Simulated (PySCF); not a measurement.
Isomers of C4H7NSi. Theory: PySCF 2.14.0, density-fitted response routines, TDDFT PBE0/def2-SVPD, vertical, gas phase, core orbitals frozen in the response. Geometries: GFN2-xTB; one conformer of each isolated species. Triplets are in the Tamm–Dancoff approximation.

A. `[SiH2](C#N)C(=C)C`
B. `C[SiH2]/N=C\C#C`
C. `C#C[SiH2]/C=N\C`
D. `N#C[SiH2]C1CC1`

Lowest singlet levels (six at most, fewer where fewer were computed) with oscillator strengths:

1. 345 nm (f 0.001); 246 nm (f 0.000); 224 nm (f 0.272); 198 nm (f 0.016); 193 nm (f 0.030); 189 nm (f 0.025); T1 3.00 eV
2. 314 nm (f 0.000); 222 nm (f 0.023); 216 nm (f 0.061); 203 nm (f 0.004); 196 nm (f 0.002); 194 nm (f 0.014); T1 3.15 eV
3. 175 nm (f 0.000); 173 nm (f 0.039); 170 nm (f 0.001); 166 nm (f 0.001); 164 nm (f 0.011); 160 nm (f 0.011); T1 5.94 eV
4. 191 nm (f 0.029); 184 nm (f 0.065); 183 nm (f 0.006); 176 nm (f 0.245); 174 nm (f 0.003); 168 nm (f 0.023); T1 4.22 eV

Question: Which spectrum belongs to which structure?

Answer: 1 = B, 2 = C, 3 = D, 4 = A.
- A: S1 at 6.49 eV, HOMO→LUMO+1 (60%), HOMO→LUMO (27%), HOMO→LUMO+2 (8%); Löwdin shares by element: HOMO carbon 81% or more (atoms not listed hold the other 19%); LUMO carbon 61% or more, silicon 12% (atoms not listed hold the other 27%); HOMO -8.13 and LUMO -0.84 eV.
- B: S1 at 3.60 eV, HOMO→LUMO (98%); Löwdin shares by element: HOMO nitrogen 59%, carbon 12% or more, silicon 11%, hydrogen 6% or more; LUMO carbon 58% or more, nitrogen 28%; HOMO -7.25 and LUMO -1.79 eV.
- C: S1 at 3.95 eV, HOMO→LUMO (97%); Löwdin shares by element: HOMO nitrogen 49%, carbon 23% or more, silicon 8% (atoms not listed hold the other 19%); LUMO nitrogen 29%, carbon 29% or more, silicon 17%, hydrogen 5% or more (atoms not listed hold the other 21%); HOMO -6.80 and LUMO -1.06 eV.
- D: S1 at 7.10 eV, HOMO-1→LUMO (51%), HOMO-3→LUMO (25%), HOMO→LUMO+1 (10%); Löwdin shares by element: HOMO carbon 71% or more, silicon 11% (atoms not listed hold the other 17%); LUMO carbon 32% or more, nitrogen 24%, silicon 24% (atoms not listed hold the other 20%); HOMO -8.75 and LUMO -0.46 eV; point group Cs, 1 of its 6 listed states under f = 0.0005.
